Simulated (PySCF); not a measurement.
## Polarisability and C₆ of S¹⁵⁺ (sulfur, charge +15)

1s1, 2S determinant. All numbers are calculated (PySCF 2.14, the non-relativistic Hamiltonian (point nucleus), in an even-tempered Gaussian basis (13 s from 9.6 bohr⁻², ratio 2.5; 6 p from 15 bohr⁻², ratio 2.7; 3 d from 44 bohr⁻², ratio 2.7; 3 f from 67 bohr⁻², ratio 2.7)). Coupled (time-dependent) response in atomic units; α is the mean over directions.

```json
{"method": "UHF", "mean α (bohr³)": "6.864e-05", "C₆ (like pair)": "3.872e-07", "S(−4)": "6.188e-09"}
```

S(−4) is the Cauchy moment in α(ω) = α(0) + S(−4) ω² + …

α(iu) at UHF:

| u (hartree) | α(iu) (bohr³) |
| --- | --- |
| 0 | 6.864e-05 |
| 10.0 | 6.803e-05 |
| 20.0 | 6.626e-05 |
| 40.0 | 6.009e-05 |
| 60.0 | 5.216e-05 |
| 80.0 | 4.420e-05 |
| 100 | 3.711e-05 |
| 150 | 2.418e-05 |
| 200 | 1.647e-05 |
| 300 | 8.761e-06 |
| 500 | 3.578e-06 |

A single London oscillator, α(iu) = α/(1 + u²/ω²), gives C₆ = (3/4) ω α². Matching the computed C₆ needs ω = 4 × 3.872e-07 / (3 × 6.864e-05²) = 110 hartree.

For a non-relativistic one-electron ion the exact value is 9/(2Z⁴) = 6.866e-05 bohr³; Hartree-Fock is exact here up to the basis.

For an ion, C₆ is the dispersion term alone; charge-induced terms of lower order in 1/R come first.
